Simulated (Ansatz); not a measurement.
An input meant for CdCl₃⁻ (charge -1, singlet; atoms displaced at random, 0.08 Å in each coordinate).

```yaml
crystal:
  periodic: [false, false, false]
  atoms:
    - {symbol: Cd, position_ang: [-0.041354, -0.016305, 0.016476]}
    - {symbol: Cl, position_ang: [0.015323, 2.391902, -0.026586]}
    - {symbol: Cl, position_ang: [-2.049927, -1.075942, 0.085834]}
    - {symbol: Cl, position_ang: [2.158386, -1.422709, -0.171858]}
basis:
  gaussian: {orbitals: def2-TZVPP, final_grid: {core_spheres: 5, valence_spheres: 4, degree: 11}, nuclear_model: gaussian}
total_charge: -1
hamiltonian: {xc: {name: B2PLYP}, dispersion: d2}
output: {forces: true}
```

```sh
$ ansatz run in.yaml --threads 4 --pin off --events-out ev --progress --plain --max-ram 3916MiB
```

Shortened log:

```
Error: YAML parse error: error: line 11 column 47: hamiltonian.dispersion: `d2` is not `none`, `rvv10`, `d3bj`, `d3bjatm`, `d4` or a map `{method: …, s8: …, a1: …, a2_bohr: …}` (numbers without units, a2 in bohr) or `{method: …, functional: …}`
 9 |   gaussian: {orbitals: def2-TZVPP, final_grid: {core_spheres: 5, valence_spheres: 4, degree: 11}, nuclear_model…
10 | total_charge: -1
11 | hamiltonian: {xc: {name: B2PLYP}, dispersion: d2}
12 | output: {forces: true}
```

**Question.** Something in this input is off. What?

**Answer.** The program holds no damping parameters for this pairing of functional and dispersion term, so they'd have to be typed. The input was rejected before any iteration.
